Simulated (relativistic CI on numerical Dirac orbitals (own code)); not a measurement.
**Mo⁴⁺: resonant inelastic scattering at the L2,3 edge**

Computed with this model: Dirac-Coulomb-Breit CI, orbitals from a KLI potential per configuration, QED by a radiative potential, valence Slater integrals scaled by 0.9, Kramers-Heisenberg scattering through one core-hole configuration in a parametric crystal field; configurations [Kr] 4d2 → [He] 2s2 2p5 3s2 3p6 3d10 4s2 4p6 4d3; 10 K; core-hole width 0.96 eV; summed over polarisations. Incident energies are the highest absorption maxima for each field (at most a few, so the weaker spin-orbit partner edge can be absent), on the computed scale of the free ion. Intensities are in per cent of the strongest line above 0.02 eV; levels within 1 cm⁻¹ are merged; final levels count from the ground level, the first row holds all elastic scattering, lines under 0.4 are left out and each table stops after 24 rows. The scale of the Slater integrals is a model choice and moves the terms in proportion.

Field parameters in Wybourne normalisation: Oh B⁴₀ = 21Dq, B⁴₄ = √(5/14) B⁴₀. The field is a parameter set, without covalency.

S is read from ⟨S²⟩ = S(S + 1).

Oh, 10Dq = 7250 cm⁻¹:

```tsv
Final level (eV)	Degeneracy	Irrep	S	2528.9 eV	2633.8 eV
0.000	2	E	1.00	2948.0	183.2
0.023	3	T2	1.00	44.9	45.3
0.183	3	T1	1.00	38.6	6.7
0.269	1	A1	1.00	52.1	19.5
0.842	3	T2	0.98	42.0	17.2
0.850	1	A2	1.00	34.6	3.5
0.942	3	T1	1.00	28.1	9.8
0.959	2	E	1.00	100.0	18.7
1.542	3	T2	0.12	68.3	40.6
1.572	2	E	0.08	49.8	14.8
1.815	3	T2	0.99	37.7	8.0
2.115	1	A1	0.99	22.5	25.1
2.184	3	T1	1.00	25.2	2.9
2.289	3	T2	0.96	25.7	5.7
2.302	2	E	0.97	13.2	7.1
2.605	3	T2	0.10	9.8	12.7
2.756	1	A1	0.02	25.4	25.9
2.846	3	T1	0.01	10.9	19.3
3.433	2	E	0.02	3.7	3.5
5.871	1	A1	0.01	2.2	4.7
```

Oh, 10Dq = 16350 cm⁻¹:

| Final level (eV) | Degeneracy | Irrep | S | 2528.2 eV | 2529.4 eV | 2633.7 eV |
| --- | --- | --- | --- | --- | --- | --- |
| 0.000 | 2 | E | 1.00 | 1261.3 | 1480.2 | 178.0 |
| 0.010 | 3 | T2 | 1.00 | 20.1 | 25.2 | 20.8 |
| 0.158 | 3 | T1 | 1.00 | 6.4 | 15.2 | 7.7 |
| 0.230 | 1 | A1 | 1.00 | 30.7 | 30.7 | 32.3 |
| 1.469 | 3 | T2 | 0.15 | 13.6 | 7.1 | 25.5 |
| 1.533 | 2 | E | 0.02 | 43.9 | 24.3 | 12.8 |
| 1.890 | 1 | A2 | 1.00 | 6.9 | 9.2 | 5.5 |
| 1.949 | 3 | T2 | 0.95 | 99.0 | 50.6 | 17.0 |
| 1.973 | 3 | T1 | 1.00 | 41.9 | 55.0 | 8.4 |
| 1.980 | 2 | E | 1.00 | 20.9 | 100.0 | 24.6 |
| 3.007 | 1 | A1 | 0.58 | 8.1 | 14.1 | 62.3 |
| 3.168 | 3 | T1 | 1.00 | 29.1 | 32.9 | 20.1 |
| 3.205 | 1 | A1 | 0.66 | 1.4 | 24.7 | 0.5 |
| 3.242 | 3 | T2 | 0.96 | 46.3 | 77.9 | 21.9 |
| 3.262 | 2 | E | 0.99 | 8.4 | 72.7 | 4.8 |
| 3.549 | 3 | T2 | 0.19 | 1.3 | 4.8 | 8.4 |
| 3.885 | 3 | T1 | 0.01 | 2.4 | 11.4 | 9.1 |
| 4.007 | 3 | T2 | 0.96 | 4.2 | 8.3 | 4.4 |
| 5.561 | 2 | E | 0.01 | 0.4 | 0.8 | 0.5 |
| 7.601 | 1 | A1 | 0.01 | 0.1 | 0.2 | 0.8 |

For the first field the strongest loss at the lowest incident energy is the level at 0.96 eV (S = 1.00, against 1.00 in the thermal ground state). Levels of other spin, the first over 8 % at 1.54 eV, appear because spin-orbit coupling of the core hole, and in heavier ions of the valence shell too, mixes spins.
